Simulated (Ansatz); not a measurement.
Geometry optimisation, RKS PBE-D4/cc-pVDZ in Ansatz.

input.yaml

```yaml
crystal:
  periodic: [false, false, false]
  atoms:
    - { symbol: "N", position_ang: [0.4102, -0.8587, -1.3935] }
    - { symbol: Si, position_ang: [0.5133, -0.4942, 0.3473] }
    - { symbol: F, position_ang: [2.0349, 0.0843, 0.6647] }
    - { symbol: B, position_ang: [-0.7167, 0.8468, 0.8865] }
    - { symbol: Cl, position_ang: [-0.7699, 2.5049, 0.107] }
    - { symbol: H, position_ang: [0.25889, -1.92396, -1.4533] }
    - { symbol: H, position_ang: [1.4255, -0.74923, -1.7667] }
    - { symbol: H, position_ang: [0.3249, -1.7187, 1.0898] }
    - { symbol: H, position_ang: [-1.5988, 0.5837, 1.7463] }
basis:
  gaussian: { orbitals: cc-pVDZ }
hamiltonian:
  xc: pbe
  dispersion: d4
relax:
  f_tol: 0.015
  max_steps: 40
output:
  orbitals: {}
```

Launched with:

```bash
$ ansatz run input.yaml --threads 2 --pin off --max-ram 3072MiB --backend cpu --events-out ev --progress --plain --runs-dir out
```

Q: Where does it end, and by what steps?

A: The run converged. After 20 steps the energy has fallen by 0.672 eV; H7 moved furthest, 1.04 Å.

```
step  energy less start (eV)  largest force component (eV/Å)  accepted
   0                  0.0000                           2.361       yes
   1                 -0.3435                           1.306       yes
   2                 -0.4856                           0.549       yes
   3                 -0.5508                           0.286       yes
   4                 -0.5906                           0.360       yes
   5                 -0.6242                           0.667       yes
   6                 -0.6605                           0.256       yes
   7                 -0.6665                           0.093       yes
   8                 -0.6676                           0.089       yes
   9                 -0.6676                           0.170        no
  10                 -0.6690                           0.054       yes
  11                 -0.6692                           0.142       yes
  12                 -0.6701                           0.056       yes
  13                 -0.6705                           0.033       yes
  14                 -0.6711                           0.062       yes
  15                 -0.6713                           0.079       yes
  16                 -0.6711                           0.130        no
  17                 -0.6717                           0.026       yes
  18                 -0.6719                           0.024       yes
  19                 -0.6719                           0.016       yes
  20                 -0.6719                           0.007       yes
```

```xyz
9
Properties=species:S:1:pos:R:3
N 0.480 -0.973 -1.251
Si 0.525 -0.681 0.461
F 2.032 -0.228 1.056
B -0.705 0.882 0.848
Cl -0.849 2.155 -0.369
H 0.965 -1.784 -1.645
H 0.574 -0.165 -1.876
H 0.208 -1.987 1.141
H -1.348 1.055 1.862
```

Time of the run: 40 s on 2 threads of Arm Neoverse V2, on a shared host, peak memory 0.18 GiB.
